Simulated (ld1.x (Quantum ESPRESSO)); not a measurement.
## An all-electron radial function and its pseudo partner (B (Z = 5))

Columns: radius, all-electron u(r) and pseudo u(r) of the 2p shell (level -3.56 eV) of boron in the configuration [He] 2s2 2p1; PBEsol, scalar-relativistic, TM scheme, ld1.x (Quantum ESPRESSO) 7.5.

| r (bohr) | all-electron | pseudo |
| --- | --- | --- |
| 0.125 | 0.0398 | 0.0151 |
| 0.250 | 0.1215 | 0.0590 |
| 0.375 | 0.2133 | 0.1269 |
| 0.500 | 0.3011 | 0.2119 |
| 0.625 | 0.3791 | 0.3052 |
| 0.750 | 0.4455 | 0.3977 |
| 0.875 | 0.5008 | 0.4814 |
| 1.000 | 0.5451 | 0.5500 |
| 1.125 | 0.5786 | 0.6005 |
| 1.250 | 0.6022 | 0.6327 |
| 1.375 | 0.6172 | 0.6486 |
| 1.500 | 0.6246 | 0.6517 |
| 1.625 | 0.6257 | 0.6458 |
| 1.750 | 0.6216 | 0.6344 |
| 1.875 | 0.6132 | 0.6201 |
| 2.000 | 0.6014 | 0.6043 |
| 2.125 | 0.5868 | 0.5877 |
| 2.250 | 0.5701 | 0.5702 |
| 2.375 | 0.5518 | 0.5518 |
| 2.500 | 0.5324 | 0.5324 |
| 2.625 | 0.5122 | 0.5122 |
| 2.750 | 0.4915 | 0.4915 |
| 2.875 | 0.4706 | 0.4706 |
| 3.000 | 0.4497 | 0.4497 |
| 3.125 | 0.4290 | 0.4290 |
| 3.250 | 0.4086 | 0.4086 |

Problem. How many radial nodes do the two functions have?

Solution. The all-electron 2p function has n − l − 1 = 0; the pseudo-wave has 0.

Problem. At about which radius was the pseudo-wave matched?

Solution. 2.50 bohr. The columns agree to 0.0005 from 2.25 bohr on; several derivatives are matched, so the curves merge somewhat inside the radius.

Problem. Is the pseudo-wave norm-conserving?

Solution. Yes: the TM scheme keeps the norm inside the radius equal to the all-electron one, which fixes the energy derivative of the logarithmic derivative at the level.
